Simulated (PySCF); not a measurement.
BaCl, SMILES [Cl][Ba+], charge +1.

Geometry: B3LYP-D3(BJ)/def2-TZVPD. The multiplicity is an assumed one; other spin states were not compared. The def2 effective core potentials stand for the cores of Ba; spin–orbit coupling is left out.

Computed with TDA-ωB97X/def2-TZVPD (PySCF 2.14.0).

Vertical excitations; the highest root listed may be one member of a degenerate set.  State labels are in the subgroup C2v.

Computed UV-visible absorptions:
```csv
state,symmetry,energy (eV),λ (nm),f,main pairs
S1,B1,5.86,212,0.024,"HOMO−1→LUMO, HOMO−1→LUMO+5 (degenerate set)"
S2,B2,5.86,212,0.024,"HOMO→LUMO, HOMO→LUMO+5 (degenerate set)"
S3,A1,6.00,207,0.001,HOMO−2→LUMO 84 %
S4,B1,6.41,194,0.000,"HOMO→LUMO+1, HOMO−1→LUMO+2 (degenerate set)"
S5,B2,6.41,194,0.000,"HOMO−1→LUMO+1, HOMO→LUMO+2 (degenerate set)"
S6,A2,6.46,192,0.000,HOMO−2→LUMO+1 (degenerate set)
S7,A1,6.46,192,0.000,HOMO−2→LUMO+2 (degenerate set)
S8,B1,6.47,192,0.006,"HOMO−1→LUMO+2, HOMO→LUMO+1 (degenerate set)"
S9,B2,6.47,192,0.006,"HOMO→LUMO+2, HOMO−1→LUMO+1 (degenerate set)"
S10,A2,6.59,188,0.000,"HOMO→LUMO+3 35 %, HOMO−1→LUMO+4 35 %, HOMO→LUMO+6 13 %, HOMO−1→LUMO+7 13 %"
T1,B2,5.89,210,0,"HOMO→LUMO, HOMO→LUMO+5 (degenerate set)"
T2,B1,5.89,210,0,"HOMO−1→LUMO, HOMO−1→LUMO+5 (degenerate set)"
T3,A1,5.93,209,0,"HOMO−2→LUMO 84 %, HOMO−2→LUMO+5 13 %"
T4,A1,6.39,194,0,"HOMO−1→LUMO+3 33 %, HOMO→LUMO+4 33 %, HOMO−1→LUMO+6 14 %, HOMO→LUMO+7 14 %"
```
Triplets are in the Tamm–Dancoff approximation.
